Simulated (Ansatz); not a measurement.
CH$_{3}$AlBrF. Total charge 0; spin multiplicity 1. Correlated methods include outer-core shells of Br, which these sets cover unevenly. Scalar relativity is left out up to krypton. The bonds changed during the relaxation, so this is another structure than the one it started from.

Z-matrix (Å, degrees):
```
C
Al 1 1.986
Br 1 2.105 2 77.3
F 1 1.338 2 122.9 3 -103.9
H 1 1.091 2 126.1 3 93.5
H 2 1.580 1 115.7 3 -94.8
H 2 1.577 1 116.5 3 95.6
```

(1) Give the diagnostics of a CCSD(T)/def2-TZVPP run (frozen core, the Gaussian-basis code of Ansatz). (An estimate is asked.)

## Answers

(1) The calculation gave: T1 = 0.0114, largest single amplitude 0.016, largest double 0.021, (T) share of the correlation energy 3.5 %, 10 CCSD cycles. The RHF solution is stable towards an unrestricted one. T1 lies under the customary mark of 0.02 for closed shells.
